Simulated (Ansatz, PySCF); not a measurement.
C2H6BFOS, SMILES COB(F)SC. Atoms are numbered in the order given.

```xyz
12

B      0.0755     0.5463     0.1415
F      0.3441     1.7912     0.5565
O     -0.9020     0.3049    -0.7548
C     -1.7134     1.3199    -1.3233
H     -1.4341     2.3205    -0.9601
H     -1.6086     1.2917    -2.4192
H     -2.7668     1.1251    -1.0679
S      1.0728    -0.8044     0.8259
C      0.3345    -2.2456    -0.0312
H     -0.7293    -2.3450     0.2206
H      0.8785    -3.1345     0.3145
H      0.4430    -2.1485    -1.1192
```

Geometry optimised at B3LYP-D3(BJ)/def2-SVP. The values are those of a single conformer.

Two levels are set side by side: PBE-D3(BJ)/def2-SVP (Ansatz, a quantum-chemistry and plane-wave program) and B3LYP-D3(BJ)/def2-SVP (Ansatz). Each level has its own optimised geometry; the coordinates shown are those of the second. Frequencies come from the Hessian of PySCF at each geometry. Differences are taken from unrounded values.

```
quantity                            B3LYP-D3(BJ)
----------------------------------  ------------
mean bond length (Å)                       1.304
bond B1–F2 (Å)                             1.339
bond B1–O3 (Å)                             1.348
bond B1–S8 (Å)                             1.813
bond O3–C4 (Å)                             1.418
bond S8–C9 (Å)                             1.832
bond C4–H5 (Å)                             1.101
bond C4–H6 (Å)                             1.101
bond C4–H7 (Å)                             1.101
bond C9–H10 (Å)                            1.098
bond C9–H11 (Å)                            1.098
bond C9–H12 (Å)                            1.098
highest harmonic wavenumber (cm⁻¹)          3166
mean harmonic wavenumber (cm⁻¹)             1297
zero-point energy (kcal/mol)               55.63
```

Task: What does PBE-D3(BJ) give, and how far is it from B3LYP-D3(BJ)? (Estimate from the structure and the level; the computed values follow.)

Result: 
| quantity | PBE-D3(BJ) | PBE-D3(BJ) minus B3LYP-D3(BJ) |
|---|---|---|
| mean bond length (Å) | 1.311 | 0.007 |
| bond B1–F2 (Å) | 1.348 | 0.009 |
| bond B1–O3 (Å) | 1.359 | 0.011 |
| bond B1–S8 (Å) | 1.816 | 0.003 |
| bond O3–C4 (Å) | 1.423 | 0.004 |
| bond S8–C9 (Å) | 1.832 | -0.001 |
| bond C4–H5 (Å) | 1.109 | 0.008 |
| bond C4–H6 (Å) | 1.109 | 0.008 |
| bond C4–H7 (Å) | 1.110 | 0.008 |
| bond C9–H10 (Å) | 1.106 | 0.008 |
| bond C9–H11 (Å) | 1.106 | 0.008 |
| bond C9–H12 (Å) | 1.106 | 0.008 |
| highest harmonic wavenumber (cm⁻¹) | 3109 | -56 |
| mean harmonic wavenumber (cm⁻¹) | 1263 | -34 |
| zero-point energy (kcal/mol) | 54.16 | -1.47 |

Exact exchange shortens and stiffens bonds; PBE has none. Differences between two approximate levels are no errors against the true value.
